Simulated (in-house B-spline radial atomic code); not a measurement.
Orbital energies and mean radii along the 11-electron series, configuration [Ne] 3s1. The effective charge is n√(-2ε), a non-relativistic measure. Computed with an all-electron radial atomic-structure program (B-spline basis): Dirac-Hartree-Fock, average of the configuration, finite nuclei.

```
  ion   Z  energy of 1s1/2 (Eh)  mean radius of 1s1/2 (bohr)  energy of 2p3/2 (Eh)  mean radius of 2p3/2 (bohr)  effective charge of 1s1/2
Kr25+  36                -574.1                     0.041439               -105.11                      0.15781                     33.885
Rb26+  37               -609.27                     0.040247               -112.53                       0.1529                     34.908
Sr27+  38               -645.55                     0.039117               -120.21                      0.14829                     35.932
Zr29+  40                     ?                            ?                     ?                            ?                          ?
Nb30+  41               -761.11                     0.036052               -144.75                      0.13596                     39.016
Mo31+  42                     ?                            ?                     ?                            ?                          ?
Tc32+  43               -843.83                     0.034243               -162.39                      0.12881                     41.081
Ru33+  44               -886.92                     0.033398               -171.59                       0.1255                     42.117
```

**Question.** Fill in the row of Zr29+.

**Answer.** energy of 1s1/2 (Eh): -721.46; mean radius of 1s1/2 (bohr): 0.037024; energy of 2p3/2 (Eh): -136.32; mean radius of 2p3/2 (bohr): 0.13984; effective charge of 1s1/2: 37.986.

**Question.** Fill in the row of Mo31+.

**Answer.** energy of 1s1/2 (Eh): -801.9; mean radius of 1s1/2 (bohr): 0.035126; energy of 2p3/2 (Eh): -153.45; mean radius of 2p3/2 (bohr): 0.13229; effective charge of 1s1/2: 40.047.

**Question.** How does the screening of 1s1/2 change?

**Answer.** Z less the effective charge goes from 2.11 at Z = 36 to 1.88 at Z = 44.
